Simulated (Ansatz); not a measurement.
Basis-set series for C₂H₆Br₂GaN (`C[N](C)[Ga]([Br])[Br]`). Total charge 0; spin multiplicity 1. All single points use the PBE0-D4/def2-TZVP geometry. It is one conformer, not always the lowest.

| atom | x (Å) | y (Å) | z (Å) |
| --- | --- | --- | --- |
| C1 | -0.897 | -1.106 | -0.258 |
| N2 | 0.001 | -0.009 | 0.004 |
| C3 | 1.082 | -0.335 | 0.900 |
| Ga4 | -0.209 | 1.624 | -0.724 |
| Br5 | 1.262 | 3.291 | -0.246 |
| Br6 | -1.950 | 2.038 | -2.127 |
| H7 | -1.363 | -1.466 | 0.668 |
| H8 | -0.365 | -1.953 | -0.713 |
| H9 | -1.693 | -0.804 | -0.941 |
| H10 | 1.729 | 0.530 | 1.063 |
| H11 | 1.700 | -1.148 | 0.496 |
| H12 | 0.702 | -0.662 | 1.877 |

```
functional       basis  functions  energy (Eh)  HOMO (eV)  LUMO (eV)
   PBE0-D4  def2-TZVPP        321  -7206.92533      -6.84      -1.21
   PBE0-D4  def2-QZVPP        618  -7207.08143      -6.86      -1.28
   ωB97M-V  def2-TZVPP        321  -7207.46698      -9.11       0.68
   ωB97M-V  def2-QZVPP        618  -7207.61770      -9.13       0.48
```

Give the rows for def2-SVP. (An estimate is asked.)

Computed: 
```tsv
functional	basis	functions	energy (Eh)	HOMO (eV)	LUMO (eV)
PBE0-D4	def2-SVP	168	-7205.90658	-6.76	-1.04
ωB97M-V	def2-SVP	168	-7206.44567	-9.01	0.92
```

Positive LUMOs are unbound and depend on the basis. Scalar relativity is left out up to krypton.
